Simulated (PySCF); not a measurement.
Compound: C7H5FO2.
Geometry (PBE0-D3(BJ)/def2-TZVP, Å), atoms numbered from 1 in this order:
```
atom  x, y, z in Å
O1     2.503   -1.601   -0.324
C2     2.039   -0.490   -0.333
O3     2.813    0.608   -0.411
C4     0.597   -0.178   -0.261
C5    -0.294   -1.240   -0.137
C6    -1.654   -1.008   -0.066
C7    -2.103    0.299   -0.125
F8    -3.416    0.531   -0.059
C9    -1.243    1.375   -0.250
C10    0.116    1.128   -0.317
H11    3.725    0.291   -0.457
H12    0.102   -2.247   -0.097
H13   -2.368   -1.816    0.032
H14   -1.644    2.379   -0.292
H15    0.812    1.951   -0.413
```

All values: wB97X-D/pcSseg-2 (PySCF, non-relativistic), on one gas-phase PBE0-D3(BJ)/def2-TZVP geometry that isn't relaxed in the solvent. The solvent is an IEF-PCM continuum (van der Waals radii × 1.2). Specific hydrogen bonds and non-electrostatic terms are outside this model.

Gas phase at wB97X-D/pcSseg-2: HOMO -9.39 eV, LUMO 0.19 eV, dipole 1.44 D.

Question: What does the continuum do to the energy, the frontier levels and the dipole at wB97X-D/pcSseg-2 in chloroform?

Answer: 
```tsv
solvent	ε	E(solvent) − E(gas) (kJ/mol)	polarisation term (kJ/mol)	distortion of the solute (kJ/mol)	HOMO (eV)	LUMO (eV)	dipole (D)
chloroform	4.711	-21.79	-23.65	1.86	-9.32	0.24	1.80
```

The first energy column is the sum of the next two and covers electrostatics alone.

Question: Which radius a makes the point-dipole formula ΔE = −[(ε − 1)/(2ε + 1)]·μ²/a³ give the value in chloroform, with the gas-phase dipole?

Answer: μ = 0.568 au and |ΔE| = 0.00830 Eh give a = 1.27 Å; the farthest nucleus lies 3.74 Å from the centroid of the nuclei, so such a sphere wouldn't even hold the nuclei. The formula assumes a rigid point dipole at the centre of a sphere.

Question: Give the dipole vector in the frame of the coordinates (D, pointing from negative to positive charge), gas and chloroform.

Answer: Gas (0.19, 1.43, -0.06), solvent (0.17, 1.79, -0.08). Its length changes by +24 % and its direction by 2°.

The pairwise dispersion term of wB97X-D wasn't added to the energies; at a given geometry it leaves orbitals and properties as they are.
